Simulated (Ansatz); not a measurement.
B6P4Cl6, a halide-capped nanocrystal cut from zinc blende BP (6 Cl on the cations). Charge 0, multiplicity 3. Geometry PBE-D4/def2-SVP, that of the neutral singlet; atoms count from 1.

Cartesian coordinates in Å:
```
P 0.319 -1.923 -1.259
P -1.988 0.328 0.143
P 1.091 1.539 -1.081
P 1.035 -0.440 1.870
B 0.986 -0.216 -1.905
B -0.600 1.656 -0.117
B -1.239 -0.781 -1.274
B 0.390 -1.808 0.668
B -0.910 -0.172 1.706
B 1.610 1.008 0.720
Cl 1.570 -0.228 -3.571
Cl -0.851 3.192 0.736
Cl -2.088 -0.574 -2.816
Cl -0.252 -3.264 1.453
Cl -1.815 -0.407 3.198
Cl 2.744 2.093 1.530
```

At PBE0-D4/def2-SVP a singlet of charge 0 lies 2.01 eV below the triplet at the same geometry.

**Question.** Estimate the Mulliken populations from the PBE0/def2-SVP orbitals of Ansatz.

**Answer.** 
| atom | charge (e) | spin (α − β) |
| --- | --- | --- |
| P1 | 0.08 | 0.07 |
| P2 | 0.10 | 0.00 |
| P3 | 0.09 | 0.27 |
| P4 | 0.16 | 0.52 |
| B5 | -0.02 | 0.04 |
| B6 | -0.05 | 0.24 |
| B7 | 0.03 | 0.00 |
| B8 | 0.03 | 0.26 |
| B9 | -0.13 | 0.19 |
| B10 | -0.01 | 0.21 |
| Cl11 | -0.03 | 0.01 |
| Cl12 | -0.07 | 0.06 |
| Cl13 | -0.05 | 0.01 |
| Cl14 | -0.07 | 0.06 |
| Cl15 | -0.03 | 0.03 |
| Cl16 | -0.04 | 0.02 |
Mulliken values depend strongly on the basis.

**Question.** Where does the spin sit?

**Answer.** Summed by element: P 0.86, B 0.95, Cl 0.19, of 2 unpaired in all. Largest on single atoms: P4 0.52, P3 0.27, B8 0.26.

**Question.** And the Mayer bond orders between heavy atoms (over 0.3)?

**Answer.** P1–B5 0.94 (1.94 Å); P1–B7 0.96 (1.93 Å); P1–B8 0.95 (1.93 Å); P2–B6 0.97 (1.94 Å); P2–B7 0.97 (1.95 Å); P2–B9 0.91 (1.96 Å); P3–B5 0.95 (1.94 Å); P3–B6 0.88 (1.95 Å); P3–B10 0.94 (1.95 Å); P4–B8 0.91 (1.93 Å); P4–B9 0.85 (1.97 Å); P4–B10 0.90 (1.94 Å); B5–Cl11 1.38 (1.77 Å); B6–Cl12 1.22 (1.77 Å); B7–Cl13 1.28 (1.77 Å); B8–Cl14 1.25 (1.77 Å); B9–Cl15 1.34 (1.76 Å); B10–Cl16 1.35 (1.77 Å).
